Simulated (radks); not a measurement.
All-electron atom: Dy in [Xe] 4f10 6s1 6p1 (not the ground configuration). All-electron calculation, Dirac Kohn-Sham, PBE, spin-unpolarised, spherical densities, point nucleus; open shells are shared between the two j in proportion to 2j + 1. Program: a radial shooting solver on a logarithmic mesh with Libxc functionals.

Radial electron density D(r) = 4 pi r^2 rho(r):

r (bohr),D(r) (e/bohr)
0.00275,22.28
0.003227,27.68
0.003787,34.03
0.004444,41.30
0.005215,49.38
0.00612,58.03
0.007182,66.85
0.008428,75.24
0.00997,82.82
0.0117,88.03
0.01373,90.65
0.01611,90.41
0.01891,87.70
0.02219,83.78
0.02604,80.66
0.03056,80.62
0.03586,85.35
0.04208,94.73
0.04938,106.2
0.05841,115.4
0.06855,116.9
0.08044,109.9
0.0944,98.30
0.1108,89.80
0.13,90.41
0.1526,98.58
0.179,104.6
0.2101,98.19
0.2465,78.64
0.2916,56.11
0.3422,46.01
0.4016,48.77
0.4713,54.35
0.5531,52.48
0.6491,42.13
0.7617,29.51
0.8939,20.20
1.049,15.08
1.231,12.07
1.445,9.254
1.709,6.141
2.005,3.590
2.353,1.893
2.762,1.025
3.241,0.6811
3.803,0.5580
4.463,0.4728
5.237,0.3642
6.146,0.2428
7.212,0.1383
8.532,0.06464
10.01,0.02628
11.75,0.008668
13.79,0.002212
16.18,0.0004184

D(r) has 4 maxima, at r = 0.0146, 0.0648, 0.180, 0.494 bohr, and minima at 0.0284, 0.119, 0.353 bohr, inside which lie 2.02, 11.19, 29.46 electrons.
